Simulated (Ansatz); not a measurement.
Reactions of `CNCCN`.

Gas-phase electronic energies from Ansatz, PBE0-D4/def2-TZVP geometries. CCSD(T)/CBS is the MP2 limit (def2-TZVPP, def2-QZVPP) plus CCSD(T) − MP2 in def2-TZVPP, frozen cores. This one scheme is used for every species. DFT in def2-TZVPP. For Ge outer-core shells are correlated without core-valence functions, which leaves a few kJ/mol of doubt a bond. Scalar relativity is left out up to krypton. One conformer a species, not always the lowest.

```
                                         reaction  PBE0-D4 (kcal/mol)  B2PLYP (kcal/mol)  r2SCAN-D4 (kcal/mol)
                  `CNCCN` + H–F → `CNCF` + CH₃NH₂                 4.1                2.2                   2.3
      `CNCCN` + `N[SiH3]` → `NCC[SiH2]N` + CH₃NH₂               -12.1              -11.6                 -12.1
`CNCCN` + `CB(N)[SiH3]` → `CNB(C)[SiH3]` + `NCCN`                 2.4                2.5                   2.7
   `CNCCN` + `[OH][GeH3]` → `NC[O][GeH3]` + `CNC`                 6.4                5.5                   5.6
          `CNCCN` + `N[Si]S` → `CS[Si]N` + `NCCN`                -2.6               -2.3                  -2.5
                `CNCCN` + `OCS` → `NCSCO` + `CNC`                -2.0               -1.8                  -2.7
```

Give the CCSD(T)/CBS values in the same order. (Estimate.)

The calculation gave: 6.3, -12.5, 2.1, 7.3, -2.7, -1.0 kcal/mol.

Largest T1 diagnostic: 0.014, for `N[Si]S`.
